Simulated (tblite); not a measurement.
Compound: C4H11BrGeO2.
Atom-mapped SMILES: `[CH3:1][CH2:2][O:3][Ge@@H:4]([CH2:5][Br:6])[O:7][CH3:8]` (hydrogens: H9, H10, H11 on C1; H12, H13 on C2; H14 on Ge4; H15, H16 on C5; H17, H18, H19 on C8)

Computed with GFN2-xTB (tblite), gas phase: L-BFGS steps from a force-field or distance-geometry start until the largest atomic force falls under 0.01 eV/Å.

Geometry at step 14:
```
atom  x, y, z in Å
C1     -2.8170   -0.8120   -0.3621
C2     -1.4718   -0.2525   -0.7687
O3     -0.6554   -0.0257    0.3756
Ge4     0.9535    0.6834    0.1729
C5      1.1579    2.4301    1.1318
Br6    -0.1858    3.5465    0.3203
O7      2.1290   -0.4955    0.7470
C8      2.1568   -1.7716    0.1371
H9     -3.4030   -0.9869   -1.2631
H10    -2.6940   -1.7450    0.1816
H11    -3.3314   -0.1016    0.2787
H12    -0.9713   -0.9547   -1.4404
H13    -1.6099    0.6883   -1.3019
H14     1.1205    0.8170   -1.3474
H15     0.9695    2.4069    2.2027
H16     2.1228    2.9133    0.9799
H17     2.9495   -2.3526    0.6089
H18     2.3665   -1.6899   -0.9337
H19     1.2039   -2.2882    0.2733
```

Q: Give the atomic forces at this geometry.

A: 
```
atom  Fx (eV/Å)  Fy (eV/Å)  Fz (eV/Å)
  C1     -0.069      0.003      0.079
  C2      0.049      0.023     -0.032
  O3      0.083      0.040      0.115
 Ge4      0.051      0.089     -0.097
  C5      0.103     -0.112      0.095
 Br6      0.015      0.059     -0.010
  O7      0.037      0.080      0.055
  C8      0.007     -0.078      0.015
  H9     -0.028     -0.010      0.120
 H10     -0.003     -0.004     -0.015
 H11     -0.054     -0.015      0.002
 H12      0.065     -0.089     -0.123
 H13     -0.085      0.140     -0.143
 H14      0.030      0.141      0.056
 H15     -0.149     -0.148     -0.023
 H16     -0.070     -0.123     -0.157
 H17      0.010      0.071      0.059
 H18     -0.014     -0.035      0.018
 H19      0.022     -0.033     -0.015
```

The largest, 0.22 eV/Å, acts on H13 (H16, H15 within 3 % of it); the rms over all components is 0.076 eV/Å. The forces sum to zero within rounding, as they must for an isolated molecule in no field.

Q: Give the force on H13 in Eh/bohr and in nN.

A: 0.217 eV/Å ÷ 51.422 = 0.00423 Eh/bohr, and 0.217 eV/Å × 1.602 = 0.35 nN.

Q: How far is this geometry from the end of the optimisation?

A: 0.263 eV above it, and 0.997 Å rms away after alignment. The bonds farthest from their final lengths, with half the difference of the two atoms' forces along the bond (positive lengthens):

```
   bond  now (Å)  final (Å)  force along bond (eV/Å)
 Ge4–O7    1.761      1.742                    +0.02
 O3–Ge4    1.770      1.756                    +0.01
 Ge4–C5    2.003      1.991                    -0.04
Ge4–H14    1.535      1.528                    -0.07
  C1–C2    1.513      1.520                    +0.07
  C2–O3    1.424      1.417                    +0.07
```

The angle farthest from its final value is C2–O3–Ge4, 119.5° against 130.0°.

Of the 3 listed bonds off by 0.010 Å or more, this force points towards the final length in 1.

The cost below is that of the whole relaxation. On Arm Neoverse V2, one thread, shared host with 48 logical CPUs at a one-minute load of 33, this took 2.1 s wall.
